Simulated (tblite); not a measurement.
Species: C5H13PSe.
SMILES with atom numbers: `[CH3:1][CH2:2][CH2:3][P@H:4](=[Se:5])[CH2:6][CH3:7]` (hydrogens: H8, H9, H10 on C1; H11, H12 on C2; H13, H14 on C3; H15 on P4; H16, H17 on C6; H18, H19, H20 on C7)

Computed with GFN2-xTB (tblite), gas phase: L-BFGS steps from a force-field or distance-geometry start until the largest atomic force falls under 0.01 eV/Å.

Step 43: E = -627.4651 eV
```
atom  x, y, z in Å  |  force x, y, z in eV/Å
C1     -3.2721   -0.5426   -0.3669   -0.083  -0.019  -0.003
C2     -1.9416   -0.2441    0.3201   -0.083   0.029  -0.060
C3     -0.8744    0.1714   -0.6869    0.033   0.022   0.022
P4      0.6462    0.6551    0.2279    0.137  -0.066  -0.016
Se5     0.8864    2.6859    0.5993   -0.074   0.050   0.021
C6      2.0796   -0.1619   -0.5855    0.103   0.013   0.018
C7      3.3327    0.0887    0.2498   -0.083  -0.068  -0.028
H8     -3.8027   -1.3252    0.1620   -0.142  -0.008   0.127
H9     -3.1378   -0.8837   -1.3904    0.121  -0.002  -0.015
H10    -3.8934    0.3474   -0.3873   -0.046   0.005  -0.066
H11    -2.0884    0.5634    1.0441    0.092  -0.073   0.044
H12    -1.5869   -1.1270    0.8620   -0.039   0.051  -0.043
H13    -0.6750   -0.6461   -1.3829    0.090   0.005  -0.033
H14    -1.1863    1.0479   -1.2584   -0.080   0.026  -0.026
H15     0.5339   -0.1476    1.3644    0.017   0.017   0.121
H16     1.8538   -1.2289   -0.6908    0.091   0.080  -0.011
H17     2.2078    0.2835   -1.5789   -0.071  -0.067   0.033
H18     3.4803    1.1639    0.3564    0.121  -0.065  -0.100
H19     4.2002   -0.3703   -0.2253   -0.032   0.154   0.059
H20     3.2325   -0.3191    1.2558   -0.074  -0.084  -0.044
```

Step 44: E = -627.4707 eV
```
atom  x, y, z in Å  |  force x, y, z in eV/Å
C1     -3.2780   -0.5407   -0.3677   -0.009  -0.057   0.030
C2     -1.9470   -0.2460    0.3272   -0.078   0.031  -0.117
C3     -0.8777    0.1731   -0.6815    0.020   0.014   0.042
P4      0.6525    0.6537    0.2252    0.055  -0.077  -0.035
Se5     0.8903    2.6822    0.6021   -0.066   0.086   0.024
C6      2.0845   -0.1607   -0.5925    0.087   0.015   0.031
C7      3.3325    0.0911    0.2490   -0.072  -0.021   0.001
H8     -3.8185   -1.3191    0.1611   -0.107   0.046   0.115
H9     -3.1296   -0.8941   -1.3857    0.088   0.017  -0.008
H10    -3.8955    0.3523   -0.4030   -0.010  -0.019  -0.061
H11    -2.0938    0.5605    1.0546    0.100  -0.126   0.011
H12    -1.5931   -1.1356    0.8624   -0.063   0.119  -0.058
H13    -0.6771   -0.6423   -1.3809    0.070   0.008  -0.008
H14    -1.1918    1.0497   -1.2546   -0.061   0.001   0.020
H15     0.5521   -0.1497    1.3610   -0.003   0.002   0.131
H16     1.8604   -1.2270   -0.6962    0.082   0.043  -0.010
H17     2.2103    0.2811   -1.5869   -0.046  -0.042   0.022
H18     3.4863    1.1669    0.3509    0.097  -0.095  -0.094
H19     4.2033   -0.3719   -0.2119    0.004   0.121   0.004
H20     3.2245   -0.3127    1.2559   -0.087  -0.066  -0.039
```

**Question.** Estimate the geometry and energy of step 45. (The exact step hangs on the optimiser's Hessian estimate; all steps are aligned on step 44, rigid shifts and turns removed.)

**Answer.** E = -627.4773 eV, largest force 0.171 eV/Å
```
atom  x, y, z in Å  |  force x, y, z in eV/Å
C1     -3.2847   -0.5401   -0.3656    0.030  -0.063   0.014
C2     -1.9517   -0.2469    0.3296   -0.033   0.021  -0.130
C3     -0.8807    0.1755   -0.6805    0.011  -0.001   0.031
P4      0.6582    0.6485    0.2227   -0.048  -0.033  -0.010
Se5     0.8892    2.6757    0.6161   -0.058   0.067   0.014
C6      2.0915   -0.1581   -0.5996    0.014   0.014   0.032
C7      3.3311    0.0950    0.2489    0.037  -0.012   0.040
H8     -3.8382   -1.3075    0.1715   -0.042   0.118   0.070
H9     -3.1222   -0.9119   -1.3772    0.022   0.038   0.047
H10    -3.8948    0.3595   -0.4210    0.038  -0.081  -0.060
H11    -2.0921    0.5563    1.0630    0.082  -0.146  -0.020
H12    -1.5956   -1.1411    0.8575   -0.080   0.140  -0.058
H13    -0.6781   -0.6371   -1.3848    0.044   0.019   0.029
H14    -1.1971    1.0525   -1.2548   -0.029  -0.025   0.072
H15     0.5653   -0.1587    1.3584   -0.014   0.004   0.095
H16     1.8706   -1.2234   -0.7030    0.067  -0.017  -0.012
H17     2.2116    0.2809   -1.5944   -0.010  -0.009  -0.002
H18     3.4983    1.1712    0.3356    0.062  -0.132  -0.059
H19     4.2060   -0.3798   -0.1938   -0.019   0.110  -0.008
H20     3.2081   -0.2996    1.2599   -0.076  -0.012  -0.085
```

The energy changes by -0.0066 eV. The first-order estimate −F·Δx gives -0.0094 eV and the mean of the old and new forces, exact on a quadratic surface, -0.0066 eV. The step makes an angle of 72° with the force vector and moves no atom by more than 0.025 Å.

The cost below is that of the whole relaxation. Time: 2.1 s wall. Hardware: AMD EPYC 7R43, one thread (shared host).
